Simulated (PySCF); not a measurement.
## Rb: interval between two levels

Rb [Kr] 5s1 [2S1/2, M_J = 1/2] → Rb [Kr] 5p1 [2P3/2, M_J = 3/2], as a difference of total energies. All numbers are calculated (PySCF 2.14, the two-component X2C-1e Hamiltonian, in x2c-SVPall-2c with one added diffuse shell each of s, d type (7s7p7d1f, 70 functions)). Correlated levels: [Ar] 3d10 frozen; the 6 highest virtual spinors dropped. "Screened" scales the spin-orbit matrix elements by Boettger's factors to mimic the two-electron term; Breit and QED terms are absent.

| method | interval between two levels (cm⁻¹) | error (cm⁻¹) |
| --- | --- | --- |
| GHF (spin-free) | 12733 | -84 |
| GMP2 (spin-free) | 13036 | +220 |
| GHF (screened spin-orbit) | 12851 | +34 |
| GMP2 (screened spin-orbit) | 13158 | +342 |

Reference: 12817 cm⁻¹ (measured; NIST Handbook of Basic Atomic Spectroscopic Data (Sansonetti and Martin, J. Phys. Chem. Ref. Data 34, 1559 (2005))).

The spin-free rows lack the spin-orbit shift.

Errors of the correlated levels include the incompleteness of this basis and the frozen core.
